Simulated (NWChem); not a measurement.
# MgNH₂I; SMILES [NH2][Mg][I]

```xyz
5

Mg     0.0000     0.0000     1.5916
I      0.0000     0.0000    -0.9729
N      0.0000     0.0000     3.4728
H      0.0000    -0.8168     4.0768
H      0.0000     0.8168     4.0768
```
Atoms are numbered in this order, from 1.

Program: NWChem. All runs use the structure optimised with PBE0/def2-SVP. Not confirmed as a minimum by frequencies. def2 effective core potentials on I; no spin-orbit coupling. Ions are spin-unrestricted doublets at the neutral geometry; other ion states weren't tried.

**Question.** Estimate the computed values for PBE0/def2-SVP. Quantities: vertical ionisation energy, ΔSCF (eV); −ε(HOMO) (eV).

**Answer.** The vertical ionisation energy, ΔSCF (eV) comes out as 8.72 and the −ε(HOMO) (eV) is 6.49.
